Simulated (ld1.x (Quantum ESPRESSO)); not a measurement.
Varying the PAW potential for Sm

Base potential:

```
Element                 : samarium
Generator               : ld1.x (Quantum ESPRESSO) 7.5
Type                    : PAW
Functional              : BP86
Relativity              : fully relativistic
Frozen core             : [Kr] 4d10 4f6
Valence charge          : 10
Reference configuration : 5s2 5p6 5d0 6s0 6p0 (charge +2)
Partial waves           : 5s (bound): rcut 1.80, rcutus 2.25 bohr; 6s (bound, empty): rcut 1.80, rcutus 2.25 bohr; 5p (bound): rcut 2.10, rcutus 2.20 bohr; 6p (bound, empty): rcut 2.10, rcutus 2.20 bohr; 5d (bound, empty): rcut 3.05, rcutus 4.05 bohr; 5d channel at -0.45 Ry: rcut 3.05, rcutus 4.05 bohr
Local potential         : all-electron potential smoothed inside 1.85 bohr (lloc = -1)
Core correction         : a·sin(br)/r model core inside 1.05 bohr
Augmentation charge     : BESSEL, radius 1.90 bohr
```

Open shells are filled in proportion to 2j + 1 (rel_dist='average').

Cutoffs, loose and tight: the cutoffs (Ry, on a coarse ladder) from which the occupation-weighted sum of valence levels, in a spherical-Bessel basis at the reference potential, stays within 10 and 1 mRy of its value at 400 Ry. They do not see the model core or the augmentation charge, which bear on the density cutoff. Test errors are all-electron minus pseudo excitation energies from the reference, over the configurations 5s2 5p6 5d0 6s2 6p0; 5s2 5p6 5d0 6s1 6p0; 5s2 5p6 5d0 6s1.5 6p0; 5s2 5p5 5d0 6s2 6p0; 5s2 5p6 5d0 6s0 6p1; 5s2 5p6 5d1 6s0 6p0; 5s2 5p6 5d0 6s0 6p2. A dash means not determined; rows that change the core or the reference have their own tests. The largest error is taken over the tests solved by every variant that gives reliable tests at all: 5s2 5p5 5d0 6s2 6p0; 5s2 5p6 5d0 6s1 6p0; 5s2 5p6 5d0 6s1.5 6p0; 5s2 5p6 5d0 6s2 6p0.

Cutoffs are not given where the Bessel-basis levels miss the radial ones by over 6 mRy, ghosts where they miss by over 20 mRy; a channel whose overlap is not positive is not tested.

```tsv
change	outcome	bound ghosts	largest test error (meV)
base	generated	not determined	-102
core correction a·sin(br)/r model core inside 1.86 bohr	generated	not determined	-107
all radii but the core radius scaled by about 0.74 (s 1.66, p 1.62, d 3.00 bohr, rcut 1.34/1.56/2.26); local potential all-electron potential smoothed inside 1.38 bohr (lloc = -1); augmentation BESSEL, radius 1.40 bohr	failed: new_paw_hamiltonian: negative rho	–	–
functional PBE	generated	not determined	-110
waves 5s (bound): rcut 1.74, rcutus 1.84 bohr; 6s (bound): rcut 1.74, rcutus 1.84 bohr	generated	not determined	-115
augmentation PSQ, inside the norm-conserving radii	failed: new_paw_hamiltonian: negative rho	–	–
waves 5d (bound): rcut 3.05, rcutus 5.06 bohr; 5d channel at -0.45 Ry: rcut 3.05, rcutus 5.06 bohr	generated	not determined	-102
```

Question: What comes out with this change to the base: local potential all-electron potential smoothed inside 3.95 bohr (lloc = -1)?

Answer: outcome: generated; bound ghosts: not determined; largest test error (meV): -137.

Question: What comes out with this change to the base: reference 5s2 5p6 5d0 6s1 6p0?

Answer: outcome: generated; bound ghosts: not determined; largest test error (meV): -238.
